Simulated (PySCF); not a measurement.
**Running PySCF for CaAs**

File input.py (PySCF 2.14):

```python
from pyscf import gto, scf, mp

mol = gto.M(
    atom='Ca 0 0 0; As 0 0 2.765',
    basis='cc-pvdz-dk',
    charge=0,
    spin=3,
    symmetry=True,
    verbose=4,
)
mf = scf.UHF(mol)
mf = mf.sfx2c1e()
mf.kernel()
mp.MP2(mf, frozen=14).kernel()
mf.dip_moment()
print('orbital energies (hartree):', [e[max(0, n-3):n+3].round(4) for e, n in zip(mf.mo_energy, mol.nelec)])
```

```bash
$ python input.py
```

Output (some set-up lines and the per-cycle HOMO/LUMO lines with their warnings removed):

```
PySCF version 2.14.0

[INPUT] Symbol           X                Y                Z      unit          X                Y                Z       unit  Magmom
[INPUT]  1 Ca     0.000000000000   0.000000000000   0.000000000000 AA    0.000000000000   0.000000000000   0.000000000000 Bohr   0.0
[INPUT]  2 As     0.000000000000   0.000000000000   2.765000000000 AA    0.000000000000   0.000000000000   5.225092734422 Bohr   0.0

nuclear repulsion = 126.313547633707
point group symmetry = Coov
symmetry origin: [0.         0.         3.25335963]
symmetry axis x: [1. 0. 0.]
symmetry axis y: [0. 1. 0.]
symmetry axis z: [0. 0. 1.]
num. orbitals of irrep A1 = 22
num. orbitals of irrep E1x = 12
num. orbitals of irrep E1y = 12
num. orbitals of irrep E2x = 4
num. orbitals of irrep E2y = 4
number of shells = 12
number of NR pGTOs = 159
number of NR cGTOs = 54
basis = cc-pvdz-dk
ecp = {}

******** <class 'pyscf.x2c.sfx2c1e.sfX2C1eSymAdaptedUHF'> ********
method = sfX2C1eSymAdaptedUHF
initial guess = minao
damping factor = 0
level_shift factor = 0
DIIS = <class 'pyscf.scf.diis.CDIIS'>
SCF conv_tol = 1e-09
SCF max_cycles = 50
number electrons alpha = 28  beta = 25

******** <class 'pyscf.x2c.sfx2c1e.SpinFreeX2CHelper'> ********
approx = 1e
xuncontract = 1
Freeze 0 electrons in irreps []
    53 free electrons in irreps A1 E1x E1y E2x E2y
init E= -2938.4726463626

cycle= 1 E= -2938.54462445911  delta_E= -0.072  |g|= 0.0864  |ddm|= 1.43
cycle= 2 E= -2938.55870505143  delta_E= -0.0141  |g|= 0.0349  |ddm|= 0.459
cycle= 3 E= -2938.56336261179  delta_E= -0.00466  |g|= 0.0174  |ddm|= 0.267
cycle= 4 E= -2938.56525224715  delta_E= -0.00189  |g|= 0.0103  |ddm|= 0.163
cycle= 5 E= -2938.56612703049  delta_E= -0.000875  |g|= 0.00548  |ddm|= 0.126
cycle= 6 E= -2938.56636849115  delta_E= -0.000241  |g|= 0.00204  |ddm|= 0.0871
cycle= 7 E= -2938.56639408021  delta_E= -2.56e-05  |g|= 0.000468  |ddm|= 0.038
cycle= 8 E= -2938.56639456632  delta_E= -4.86e-07  |g|= 0.000138  |ddm|= 0.00384
cycle= 9 E= -2938.56639462305  delta_E= -5.67e-08  |g|= 4.49e-05  |ddm|= 0.00133
cycle= 10 E= -2938.56639462899  delta_E= -5.94e-09  |g|= 1.53e-05  |ddm|= 0.000403
cycle= 11 E= -2938.56639462995  delta_E= -9.65e-10  |g|= 5.35e-06  |ddm|= 0.000152
Extra cycle  E= -2938.56639463007  delta_E= -1.14e-10  |g|= 3.56e-06  |ddm|= 3.24e-05
converged SCF energy = -2938.56639463007  <S^2> = 3.7605472  2S+1 = 4.0052701

******** <class 'pyscf.mp.ump2.UMP2'> ********
nocc = (np.int64(14), np.int64(11)), nmo = (40, 40)
frozen orbitals 14
E(UMP2) = -2938.73690790221  E_corr = -0.170513272145802
E(SCS-UMP2) = -2938.7256647033  E_corr = -0.159270073229259
E_corr(same-spin) = -0.0523221384758113
E_corr(oppo-spin) = -0.118191133669991
Dipole moment(X, Y, Z, Debye): -0.00000,  0.00000, -3.51978
orbital energies (hartree): [array([-0.3214, -0.3131, -0.2099,  0.0125,  0.0125,  0.0376]), array([-1.3369, -0.5958, -0.2614,  0.0048,  0.0222,  0.0222])]
```

In short: E(SCF) = -2938.566395 Eh, 11 cycles, E(MP2) − E(SCF) = -0.17051 Eh, ⟨S²⟩ = 3.761, μz(SCF) = -3.52 D.

Wall time 1.5 s on one thread of a shared host.

The bond length is a typed value, not an optimised one. No search for the lowest solution was made.
